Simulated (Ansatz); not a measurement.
A short molecular-dynamics run on CH3AlF2S, SMILES `FC[S][AlH][F]`.

```yaml
crystal:
  periodic: [false, false, false]
  atoms:
    - {symbol: F, position_ang: [-0.495906, 0.275513, 0.894589]}
    - {symbol: C, position_ang: [0.888767, 0.689255, 0.573065]}
    - {symbol: S, position_ang: [1.362306, -0.242967, -0.868754]}
    - {symbol: Al, position_ang: [-0.803392, -0.821290, -0.704188]}
    - {symbol: F, position_ang: [-1.879667, 0.105889, -1.545754]}
    - {symbol: H, position_ang: [1.452569, 0.443655, 1.470058]}
    - {symbol: H, position_ang: [0.805625, 1.762258, 0.414180]}
    - {symbol: H, position_ang: [-1.238103, -2.269314, -0.289093]}
basis:
  gaussian: {orbitals: "6-31G*"}
hamiltonian: {xc: {name: revPBE}, dispersion: d4}
md: {timestep: 2 fs, n_steps: 50, ensemble: nve, temperature: 700, initial_velocities: maxwell_boltzmann, seed: 280}
```

```sh
$ ansatz run in.yaml --threads 2 --pin off --events-out ev --progress --plain --max-ram 4352MiB
```

```json
{"step": "0", "time (fs)": "0.0", "potential energy (eV)": "-23948.5000", "kinetic (eV)": "0.5429", "T (K)": "700", "conserved (eV)": "-23947.9571"}
{"step": "1", "time (fs)": "2.0", "potential energy (eV)": "-23948.4330", "kinetic (eV)": "0.4878", "T (K)": "629", "conserved (eV)": "-23947.9452"}
{"step": "2", "time (fs)": "4.0", "potential energy (eV)": "-23948.3563", "kinetic (eV)": "0.4113", "T (K)": "530", "conserved (eV)": "-23947.9450"}
{"step": "3", "time (fs)": "6.0", "potential energy (eV)": "-23948.2986", "kinetic (eV)": "0.3553", "T (K)": "458", "conserved (eV)": "-23947.9433"}
{"step": "4", "time (fs)": "8.0", "potential energy (eV)": "-23948.2761", "kinetic (eV)": "0.3312", "T (K)": "427", "conserved (eV)": "-23947.9449"}
{"step": "5", "time (fs)": "10.0", "potential energy (eV)": "-23948.2614", "kinetic (eV)": "0.3141", "T (K)": "405", "conserved (eV)": "-23947.9473"}
{"step": "6", "time (fs)": "12.0", "potential energy (eV)": "-23948.2322", "kinetic (eV)": "0.2898", "T (K)": "374", "conserved (eV)": "-23947.9424"}
{"step": "7", "time (fs)": "14.0", "potential energy (eV)": "-23948.2262", "kinetic (eV)": "0.2774", "T (K)": "358", "conserved (eV)": "-23947.9489"}
{"step": "8", "time (fs)": "16.0", "potential energy (eV)": "-23948.1819", "kinetic (eV)": "0.2376", "T (K)": "306", "conserved (eV)": "-23947.9443"}
{"step": "9", "time (fs)": "18.0", "potential energy (eV)": "-23948.1534", "kinetic (eV)": "0.2103", "T (K)": "271", "conserved (eV)": "-23947.9432"}
{"step": "10", "time (fs)": "20.0", "potential energy (eV)": "-23948.1583", "kinetic (eV)": "0.2137", "T (K)": "275", "conserved (eV)": "-23947.9447"}
{"step": "11", "time (fs)": "22.0", "potential energy (eV)": "-23948.1948", "kinetic (eV)": "0.2532", "T (K)": "327", "conserved (eV)": "-23947.9416"}
{"step": "12", "time (fs)": "24.0", "potential energy (eV)": "-23948.2672", "kinetic (eV)": "0.3132", "T (K)": "404", "conserved (eV)": "-23947.9540"}
{"step": "13", "time (fs)": "26.0", "potential energy (eV)": "-23948.2359", "kinetic (eV)": "0.2913", "T (K)": "376", "conserved (eV)": "-23947.9446"}
{"step": "14", "time (fs)": "28.0", "potential energy (eV)": "-23948.2079", "kinetic (eV)": "0.2645", "T (K)": "341", "conserved (eV)": "-23947.9434"}
{"step": "15", "time (fs)": "30.0", "potential energy (eV)": "-23948.2066", "kinetic (eV)": "0.2580", "T (K)": "333", "conserved (eV)": "-23947.9486"}
{"step": "16", "time (fs)": "32.0", "potential energy (eV)": "-23948.1858", "kinetic (eV)": "0.2440", "T (K)": "315", "conserved (eV)": "-23947.9417"}
{"step": "17", "time (fs)": "34.0", "potential energy (eV)": "-23948.2009", "kinetic (eV)": "0.2486", "T (K)": "321", "conserved (eV)": "-23947.9523"}
{"step": "18", "time (fs)": "36.0", "potential energy (eV)": "-23948.1543", "kinetic (eV)": "0.2126", "T (K)": "274", "conserved (eV)": "-23947.9417"}
{"step": "19", "time (fs)": "38.0", "potential energy (eV)": "-23948.1677", "kinetic (eV)": "0.2266", "T (K)": "292", "conserved (eV)": "-23947.9412"}
{"step": "20", "time (fs)": "40.0", "potential energy (eV)": "-23948.2456", "kinetic (eV)": "0.2921", "T (K)": "377", "conserved (eV)": "-23947.9534"}
{"step": "21", "time (fs)": "42.0", "potential energy (eV)": "-23948.2454", "kinetic (eV)": "0.3041", "T (K)": "392", "conserved (eV)": "-23947.9413"}
{"step": "22", "time (fs)": "44.0", "potential energy (eV)": "-23948.2834", "kinetic (eV)": "0.3345", "T (K)": "431", "conserved (eV)": "-23947.9489"}
{"step": "23", "time (fs)": "46.0", "potential energy (eV)": "-23948.3016", "kinetic (eV)": "0.3574", "T (K)": "461", "conserved (eV)": "-23947.9442"}
{"step": "24", "time (fs)": "48.0", "potential energy (eV)": "-23948.3352", "kinetic (eV)": "0.3901", "T (K)": "503", "conserved (eV)": "-23947.9451"}
{"step": "25", "time (fs)": "50.0", "potential energy (eV)": "-23948.3681", "kinetic (eV)": "0.4131", "T (K)": "533", "conserved (eV)": "-23947.9550"}
{"step": "26", "time (fs)": "52.0", "potential energy (eV)": "-23948.2816", "kinetic (eV)": "0.3379", "T (K)": "436", "conserved (eV)": "-23947.9436"}
{"step": "27", "time (fs)": "54.0", "potential energy (eV)": "-23948.2056", "kinetic (eV)": "0.2614", "T (K)": "337", "conserved (eV)": "-23947.9442"}
{"step": "28", "time (fs)": "56.0", "potential energy (eV)": "-23948.1620", "kinetic (eV)": "0.2173", "T (K)": "280", "conserved (eV)": "-23947.9447"}
{"step": "29", "time (fs)": "58.0", "potential energy (eV)": "-23948.1383", "kinetic (eV)": "0.1953", "T (K)": "252", "conserved (eV)": "-23947.9430"}
{"step": "30", "time (fs)": "60.0", "potential energy (eV)": "-23948.1480", "kinetic (eV)": "0.1994", "T (K)": "257", "conserved (eV)": "-23947.9486"}
{"step": "31", "time (fs)": "62.0", "potential energy (eV)": "-23948.1285", "kinetic (eV)": "0.1892", "T (K)": "244", "conserved (eV)": "-23947.9394"}
{"step": "32", "time (fs)": "64.0", "potential energy (eV)": "-23948.1841", "kinetic (eV)": "0.2371", "T (K)": "306", "conserved (eV)": "-23947.9469"}
{"step": "33", "time (fs)": "66.0", "potential energy (eV)": "-23948.2379", "kinetic (eV)": "0.2888", "T (K)": "372", "conserved (eV)": "-23947.9491"}
{"step": "34", "time (fs)": "68.0", "potential energy (eV)": "-23948.2416", "kinetic (eV)": "0.2964", "T (K)": "382", "conserved (eV)": "-23947.9451"}
{"step": "35", "time (fs)": "70.0", "potential energy (eV)": "-23948.2527", "kinetic (eV)": "0.3057", "T (K)": "394", "conserved (eV)": "-23947.9469"}
{"step": "36", "time (fs)": "72.0", "potential energy (eV)": "-23948.2594", "kinetic (eV)": "0.3184", "T (K)": "411", "conserved (eV)": "-23947.9410"}
{"step": "37", "time (fs)": "74.0", "potential energy (eV)": "-23948.3297", "kinetic (eV)": "0.3811", "T (K)": "491", "conserved (eV)": "-23947.9486"}
{"step": "38", "time (fs)": "76.0", "potential energy (eV)": "-23948.3726", "kinetic (eV)": "0.4214", "T (K)": "543", "conserved (eV)": "-23947.9512"}
{"step": "39", "time (fs)": "78.0", "potential energy (eV)": "-23948.3386", "kinetic (eV)": "0.3934", "T (K)": "507", "conserved (eV)": "-23947.9451"}
{"step": "40", "time (fs)": "80.0", "potential energy (eV)": "-23948.3081", "kinetic (eV)": "0.3596", "T (K)": "464", "conserved (eV)": "-23947.9485"}
{"step": "41", "time (fs)": "82.0", "potential energy (eV)": "-23948.2480", "kinetic (eV)": "0.3026", "T (K)": "390", "conserved (eV)": "-23947.9454"}
{"step": "42", "time (fs)": "84.0", "potential energy (eV)": "-23948.2041", "kinetic (eV)": "0.2602", "T (K)": "336", "conserved (eV)": "-23947.9439"}
{"step": "43", "time (fs)": "86.0", "potential energy (eV)": "-23948.2001", "kinetic (eV)": "0.2546", "T (K)": "328", "conserved (eV)": "-23947.9454"}
{"step": "44", "time (fs)": "88.0", "potential energy (eV)": "-23948.2175", "kinetic (eV)": "0.2751", "T (K)": "355", "conserved (eV)": "-23947.9425"}
{"step": "45", "time (fs)": "90.0", "potential energy (eV)": "-23948.2857", "kinetic (eV)": "0.3344", "T (K)": "431", "conserved (eV)": "-23947.9513"}
{"step": "46", "time (fs)": "92.0", "potential energy (eV)": "-23948.2859", "kinetic (eV)": "0.3337", "T (K)": "430", "conserved (eV)": "-23947.9523"}
{"step": "47", "time (fs)": "94.0", "potential energy (eV)": "-23948.2080", "kinetic (eV)": "0.2643", "T (K)": "341", "conserved (eV)": "-23947.9437"}
{"step": "48", "time (fs)": "96.0", "potential energy (eV)": "-23948.1604", "kinetic (eV)": "0.2185", "T (K)": "282", "conserved (eV)": "-23947.9419"}
{"step": "49", "time (fs)": "98.0", "potential energy (eV)": "-23948.1753", "kinetic (eV)": "0.2337", "T (K)": "301", "conserved (eV)": "-23947.9416"}
{"step": "50", "time (fs)": "100.0", "potential energy (eV)": "-23948.2524", "kinetic (eV)": "0.3040", "T (K)": "392", "conserved (eV)": "-23947.9484"}
```

Velocities are drawn at the set temperature; a run this short doesn't reach equilibrium.

Frames (Å, forces in eV/Å):

```xyz
8
time=0.0 fs
F    -0.496    0.276    0.895   -0.784   -0.069    0.478
C     0.889    0.689    0.573    0.345    0.180    0.009
S     1.362   -0.243   -0.869    0.573   -0.275   -0.591
Al   -0.803   -0.821   -0.704    0.265   -0.335    0.171
F    -1.880    0.106   -1.546   -0.562    0.436   -0.447
H     1.453    0.444    1.470    0.221   -0.044    0.327
H     0.806    1.762    0.414    0.013    0.399   -0.022
H    -1.238   -2.269   -0.289   -0.071   -0.291    0.076
8
time=4.0 fs
F    -0.519    0.288    0.945    0.017   -0.329   -0.498
C     0.918    0.698    0.527   -0.505    0.684    2.417
S     1.367   -0.248   -0.862    0.636   -0.346   -1.035
Al   -0.804   -0.833   -0.737    0.621    0.578    0.868
F    -1.883    0.107   -1.537   -0.750    0.592   -0.702
H     1.459    0.483    1.478    0.064   -0.169   -0.520
H     0.773    1.789    0.499    0.176    0.045   -0.718
H    -1.216   -2.212   -0.252   -0.260   -1.057    0.187
8
time=8.0 fs
F    -0.541    0.297    0.991    0.712   -0.317   -1.040
C     0.940    0.714    0.508   -1.527    1.334    1.928
S     1.375   -0.254   -0.861    0.483   -0.367   -1.096
Al   -0.801   -0.843   -0.765    0.226   -0.382    1.696
F    -1.892    0.113   -1.535   -0.666    0.494   -0.680
H     1.482    0.496    1.426    0.404   -0.231    0.233
H     0.766    1.826    0.480    0.259   -0.725   -0.690
H    -1.227   -2.292   -0.195    0.109    0.194   -0.351
8
time=12.0 fs
F    -0.558    0.305    1.029    1.344   -0.064   -1.269
C     0.945    0.744    0.516   -0.918   -1.429    1.356
S     1.385   -0.262   -0.864    0.092   -0.235   -0.671
Al   -0.798   -0.855   -0.783   -0.121   -0.495    1.728
F    -1.906    0.123   -1.537   -0.295    0.159   -0.406
H     1.555    0.482    1.395   -0.180    0.336    0.033
H     0.792    1.789    0.359   -0.149    1.004   -0.208
H    -1.224   -2.352   -0.188    0.227    0.723   -0.563
8
time=16.0 fs
F    -0.564    0.311    1.056    1.800    0.134   -1.330
C     0.937    0.761    0.538   -1.025    0.038   -0.436
S     1.396   -0.272   -0.871   -0.281   -0.113   -0.051
Al   -0.794   -0.869   -0.792   -0.212    0.698    0.987
F    -1.922    0.135   -1.543    0.202   -0.264   -0.039
H     1.606    0.514    1.377   -0.427    0.520    0.210
H     0.804    1.840    0.217   -0.032   -0.978    0.876
H    -1.190   -2.314   -0.261   -0.024   -0.035   -0.217
8
time=20.0 fs
F    -0.556    0.319    1.073    1.878    0.179   -1.327
C     0.915    0.776    0.557   -0.802   -1.432   -0.716
S     1.406   -0.281   -0.878   -0.516    0.112    0.581
Al   -0.792   -0.878   -0.795   -0.170    1.995    0.206
F    -1.937    0.144   -1.549    0.591   -0.579    0.272
H     1.597    0.620    1.393   -0.224    0.103    0.408
H     0.805    1.786    0.191   -0.438    0.645    0.392
H    -1.161   -2.286   -0.366   -0.319   -1.024    0.183
8
time=24.0 fs
F    -0.533    0.328    1.079    1.464   -0.098   -1.255
C     0.884    0.774    0.567   -0.321   -0.335   -0.197
S     1.412   -0.291   -0.882   -0.671    0.409    1.095
Al   -0.791   -0.878   -0.797   -0.536    0.921    0.149
F    -1.948    0.148   -1.554    0.768   -0.695    0.454
H     1.549    0.741    1.458   -0.358   -0.352   -0.342
H     0.745    1.808    0.228   -0.309    0.022    0.132
H    -1.174   -2.388   -0.452   -0.038    0.128   -0.036
8
time=28.0 fs
F    -0.498    0.336    1.075    0.376   -0.716   -0.967
C     0.848    0.768    0.574   -0.514    1.373   -0.650
S     1.416   -0.298   -0.881   -0.795    0.647    1.356
Al   -0.793   -0.872   -0.798   -0.641   -0.074    0.008
F    -1.952    0.147   -1.554    0.739   -0.615    0.499
H     1.457    0.810    1.484    0.414   -0.610   -0.084
H     0.640    1.842    0.279    0.254   -0.974   -0.096
H    -1.194   -2.476   -0.539    0.168    0.970   -0.067
8
time=32.0 fs
F    -0.460    0.338    1.064   -1.312   -1.448   -0.374
C     0.807    0.775    0.574    1.141   -0.530    0.034
S     1.416   -0.302   -0.874   -0.925    0.738    1.300
Al   -0.798   -0.866   -0.798   -0.206    0.090   -0.285
F    -1.950    0.141   -1.551    0.518   -0.345    0.422
H     1.420    0.791    1.489    0.540   -0.341   -0.353
H     0.566    1.772    0.308    0.213    1.413   -0.883
H    -1.192   -2.429   -0.635    0.032    0.422    0.139
8
time=36.0 fs
F    -0.433    0.329    1.049   -2.377   -1.579    0.216
C     0.780    0.782    0.573    2.094    1.523   -1.170
S     1.411   -0.303   -0.860   -0.991    0.593    0.977
Al   -0.805   -0.859   -0.801    0.563    0.955   -0.461
F    -1.944    0.133   -1.544    0.139    0.075    0.225
H     1.460    0.723    1.444    0.128    0.259   -0.396
H     0.538    1.838    0.231    0.752   -0.843    0.268
H    -1.187   -2.329   -0.709   -0.309   -0.983    0.340
8
time=40.0 fs
F    -0.424    0.307    1.036   -1.918   -0.884    0.290
C     0.779    0.804    0.557    2.402   -0.176   -1.357
S     1.402   -0.301   -0.842   -0.847    0.347    0.414
Al   -0.808   -0.847   -0.806    0.797   -0.191   -0.161
F    -1.937    0.125   -1.535   -0.323    0.539   -0.075
H     1.525    0.691    1.347   -0.022    0.481    0.336
H     0.610    1.817    0.180    0.015    0.235    0.249
H    -1.223   -2.354   -0.734   -0.104   -0.352    0.304
8
time=44.0 fs
F    -0.430    0.278    1.025   -0.574    0.049   -0.093
C     0.809    0.824    0.525    1.693   -1.018   -0.597
S     1.389   -0.297   -0.822   -0.423    0.121   -0.131
Al   -0.807   -0.837   -0.812    0.590   -1.590    0.357
F    -1.933    0.121   -1.527   -0.655    0.840   -0.345
H     1.582    0.728    1.294   -0.351    0.320    0.510
H     0.686    1.837    0.161   -0.557    0.496    0.125
H    -1.274   -2.430   -0.713    0.278    0.782    0.174
8
time=48.0 fs
F    -0.442    0.250    1.013    0.274    0.444   -0.437
C     0.859    0.833    0.485    0.180    0.812    0.153
S     1.374   -0.293   -0.802    0.346   -0.101   -0.622
Al   -0.803   -0.835   -0.815    0.261   -1.271    0.769
F    -1.933    0.124   -1.522   -0.628    0.820   -0.433
H     1.589    0.813    1.314   -0.407   -0.023    0.139
H     0.683    1.915    0.162   -0.326   -1.265    0.349
H    -1.285   -2.400   -0.666    0.300    0.584    0.082
8
time=52.0 fs
F    -0.451    0.224    0.998    0.353    0.343   -0.538
C     0.912    0.848    0.448   -0.840   -0.836    1.837
S     1.360   -0.289   -0.786    1.299   -0.370   -1.139
Al   -0.797   -0.840   -0.815   -0.032    0.518    0.893
F    -1.939    0.133   -1.520   -0.283    0.509   -0.335
H     1.539    0.895    1.356    0.092   -0.344   -0.163
H     0.625    1.846    0.203   -0.529    0.956   -0.685
H    -1.255   -2.293   -0.604   -0.060   -0.776    0.132
8
time=56.0 fs
F    -0.458    0.202    0.978    0.167    0.118   -0.373
C     0.954    0.859    0.433   -2.681    1.038    1.218
S     1.353   -0.287   -0.774    2.003   -0.605   -1.446
Al   -0.792   -0.843   -0.809   -0.667    0.978    0.971
F    -1.947    0.147   -1.520    0.137    0.077   -0.148
H     1.503    0.929    1.378    0.492   -0.204   -0.135
H     0.507    1.857    0.162    0.614   -0.647   -0.117
H    -1.231   -2.290   -0.523   -0.065   -0.754    0.030
8
time=60.0 fs
F    -0.463    0.180    0.956    0.078    0.200   -0.081
C     0.963    0.878    0.433   -2.347   -0.123    0.755
S     1.355   -0.287   -0.770    2.140   -0.525   -1.335
Al   -0.790   -0.840   -0.798   -1.268   -0.044    1.107
F    -1.954    0.161   -1.522    0.444   -0.281    0.052
H     1.534    0.932    1.374    0.167    0.067   -0.333
H     0.466    1.805    0.098    0.563    0.124    0.156
H    -1.213   -2.389   -0.441    0.223    0.581   -0.322
8
time=64.0 fs
F    -0.468    0.161    0.933    0.188    0.587    0.263
C     0.943    0.895    0.444   -1.272   -1.649   -0.092
S     1.367   -0.291   -0.772    1.739   -0.229   -0.987
Al   -0.795   -0.837   -0.780   -1.139   -0.122    0.799
F    -1.957    0.173   -1.524    0.604   -0.497    0.214
H     1.591    0.945    1.327   -0.159    0.174    0.046
H     0.497    1.787    0.047   -0.093    0.980    0.137
H    -1.165   -2.411   -0.404    0.131    0.756   -0.379
8
time=68.0 fs
F    -0.471    0.146    0.912    0.301    0.992    0.616
C     0.906    0.894    0.452   -0.886    0.022   -1.366
S     1.388   -0.295   -0.779    1.042    0.121   -0.623
Al   -0.807   -0.835   -0.759   -0.493    0.914    0.076
F    -1.956    0.181   -1.524    0.618   -0.570    0.309
H     1.623    0.980    1.284   -0.548   -0.069    0.265
H     0.527    1.883    0.030    0.200   -1.035    0.810
H    -1.100   -2.331   -0.423   -0.234   -0.375   -0.088
8
time=72.0 fs
F    -0.471    0.139    0.896    0.145    1.155    0.828
C     0.859    0.890    0.445    0.847   -1.718   -0.281
S     1.414   -0.299   -0.789    0.327    0.453   -0.345
Al   -0.821   -0.827   -0.736    0.116    1.209   -0.444
F    -1.949    0.184   -1.521    0.472   -0.471    0.304
H     1.574    1.003    1.281   -0.569   -0.459    0.310
H     0.570    1.864    0.113   -0.941    0.764   -0.456
H    -1.069   -2.304   -0.455   -0.397   -0.932    0.084
8
time=76.0 fs
F    -0.471    0.141    0.887   -0.368    0.771    0.833
C     0.820    0.869    0.433    0.401    0.104   -0.393
S     1.441   -0.300   -0.800   -0.242    0.609   -0.140
Al   -0.835   -0.814   -0.716    0.387   -0.542   -0.431
F    -1.939    0.184   -1.516    0.202   -0.217    0.174
H     1.446    0.962    1.326   -0.030   -0.350    0.280
H     0.495    1.905    0.151   -0.196   -0.826   -0.254
H    -1.094   -2.397   -0.479   -0.155    0.451   -0.069
8
time=80.0 fs
F    -0.474    0.149    0.884   -1.286   -0.062    0.680
C     0.787    0.846    0.417    0.685    0.135    0.665
S     1.467   -0.299   -0.812   -0.673    0.620    0.044
Al   -0.847   -0.803   -0.699    0.677   -1.410   -0.444
F    -1.927    0.182   -1.510   -0.087    0.103   -0.021
H     1.308    0.871    1.401    0.266    0.207   -0.640
H     0.386    1.853    0.143    0.423   -0.518   -0.249
H    -1.144   -2.432   -0.511   -0.005    0.924   -0.036
8
time=84.0 fs
F    -0.487    0.157    0.887   -1.941   -0.770    0.633
C     0.764    0.823    0.409    1.005   -1.010    0.279
S     1.490   -0.295   -0.824   -1.001    0.449    0.223
Al   -0.855   -0.800   -0.684    1.024   -0.774   -0.611
F    -1.916    0.181   -1.503   -0.269    0.372   -0.176
H     1.218    0.811    1.397    1.020    0.663   -0.045
H     0.327    1.748    0.091    0.253    1.103   -0.451
H    -1.197   -2.339   -0.547   -0.090   -0.034    0.148
8
time=88.0 fs
F    -0.516    0.159    0.895   -1.313   -0.604    0.668
C     0.752    0.792    0.403    0.706    1.269   -0.478
S     1.508   -0.288   -0.835   -1.260    0.044    0.345
Al   -0.857   -0.801   -0.673    1.209    0.136   -0.835
F    -1.907    0.183   -1.498   -0.284    0.491   -0.242
H     1.268    0.846    1.374    0.359    0.462   -0.333
H     0.322    1.760   -0.010    0.830   -0.712    0.588
H    -1.266   -2.255   -0.561   -0.246   -1.086    0.287
8
time=92.0 fs
F    -0.554    0.156    0.908   -0.165   -0.033    0.568
C     0.751    0.773    0.393    1.924    0.415    0.301
S     1.520   -0.282   -0.844   -1.414   -0.407    0.349
Al   -0.852   -0.802   -0.666    0.620   -0.949   -0.823
F    -1.900    0.188   -1.496   -0.164    0.425   -0.218
H     1.371    0.946    1.306   -0.510   -0.263   -0.302
H     0.423    1.702   -0.041   -0.494    0.724   -0.053
H    -1.364   -2.310   -0.534    0.203    0.087    0.178
8
time=96.0 fs
F    -0.595    0.153    0.926    0.685    0.223    0.267
C     0.772    0.762    0.384    0.724    1.417   -1.245
S     1.525   -0.277   -0.852   -1.381   -0.704    0.330
Al   -0.844   -0.808   -0.664   -0.015   -1.257   -0.599
F    -1.894    0.198   -1.494    0.059    0.194   -0.129
H     1.415    1.012    1.212    0.025   -0.474    1.135
H     0.464    1.721   -0.067   -0.645   -0.193    0.224
H    -1.433   -2.359   -0.480    0.548    0.794    0.016
8
time=100.0 fs
F    -0.630    0.151    0.946    0.930   -0.007   -0.200
C     0.805    0.769    0.362    0.558    1.918   -0.045
S     1.524   -0.276   -0.858   -1.177   -0.693    0.271
Al   -0.836   -0.821   -0.665   -0.229   -0.069   -0.239
F    -1.888    0.208   -1.494    0.311   -0.087   -0.041
H     1.441    1.003    1.252   -0.659   -0.577   -0.136
H     0.410    1.727   -0.065   -0.115   -0.634    0.422
H    -1.423   -2.299   -0.422    0.381    0.149   -0.032
```

Hardware: 2 threads of an Arm Neoverse V1 on a shared host. Wall time 84 s, peak host memory 0.12 GiB.
